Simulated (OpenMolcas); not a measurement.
**Au3+: ligand-field states by method**

Au3+ with 5 ligands (hydroxide, fluoride on the axis) in trigonal bipyramidal coordination (C3h) at 2.12 Å, the axial distance 2.095 Å. A charge of +0.4 e stands 2.4 Å behind each ligand. Ligand basis ANO-RCC-VDZP.

| Item | Value |
| --- | --- |
| Program | OpenMolcas |
| Basis | ANO-RCC-VTZP [8s7p5d3f1g] |
| Scalar Hamiltonian | DKH2, point nucleus |
| Active space | 8 electrons in 5 orbitals (5d) |
| State averaging | 2S+1 = 3 even, 10 roots; 2S+1 = 1 even, 15 roots |
| Spin-orbit coupling | RASSI with atomic mean-field integrals over the reference wave functions |

I. CASSCF
II. SS-CASPT2, IPEA 0.25 Eh, imaginary shift 0.1 Eh (the 29 lowest orbitals frozen, all others correlated)
III. SS-CASPT2, IPEA 0.25 Eh, real shift 0.3 Eh (the 29 lowest orbitals frozen, all others correlated)

Spin-free states in cm-1, each column counted from its own energy of the first state listed:

| State | Degeneracy | I | II | III |
| --- | --- | --- | --- | --- |
| 2S+1 = 3 | 2 | 0 | 0 | 0 |
| 2S+1 = 1 | 1 | 1082 | -4060 | -4020 |
| 2S+1 = 3 | 2 | 10312 | 10600 | 10720 |
| 2S+1 = 1 | 2 | 10857 | 4430 | 4820 |
| 2S+1 = 1 | 2 | 18678 | 13200 | 13520 |

II puts a state of multiplicity 1 lowest, 4100 cm-1 below that state. III puts a state of multiplicity 1 lowest, 4000 cm-1 below that state.

From I to II, I's first state of the same spin (2S+1 = 3) moves from 10312 to 10600 cm-1, by about +290 cm-1.

From I to II, I's first state of another spin (2S+1 = 1) moves from 1082 to -4060 cm-1, by about -5100 cm-1.

χT at 300 K: I 1.47, II 0.03, III 0.03 cm3 K/mol.

The states above are spin-free; spin-orbit coupling is strong here and shifts and splits them by thousands of cm-1.

Roots that are degenerate in the reference are averaged as groups; the widest CASPT2 spread within a group is 140 cm-1 (the 2-fold group of multiplicity 1 near 8490 cm-1 above the lowest state of its run, II). Shifts and gaps below about the spread of the groups concerned are not significant. Over all roots computed the reference weight is 0.64 to 0.69 in II, 0.71 to 0.73 in III; a low but even weight reflects the number of correlated electrons. Real 4d8 and 5d8 ions are as a rule square planar and diamagnetic. The least metal-like active orbital is 73 % on the metal (Löwdin) and no ligand orbital is active, so the numbers are rough. Ligand-to-metal charge-transfer states are missing. With no ligand orbital active B as a rule stays too high, so bands that hang on it stand too high and its fall with covalency is understated. An orbital doublet at a regular site is open to a Jahn-Teller distortion, which this geometry leaves out (holds for I). Without dynamic correlation the repulsion within the d shell is too large (B by tens of per cent), so at a given field states of lower spin stand too high (holds for I). This shell can be high or low spin here, a state of another spin lies low, and with metal d orbitals alone active their balance is uncertain, so the ground spin may be wrong (holds for I). With metal d orbitals alone the field can be off either way by tens of per cent (holds for I). This shell can be high or low spin here, a state of another spin lies low, and with metal d orbitals alone active their balance is uncertain, so the ground spin may be wrong, although the usual error favours high spin (holds for II; III). No measured value stands beside these numbers; the geometry was imposed, not optimised, and the real ion may take another.

A state without a sure symmetry label is named by its multiplicity alone.
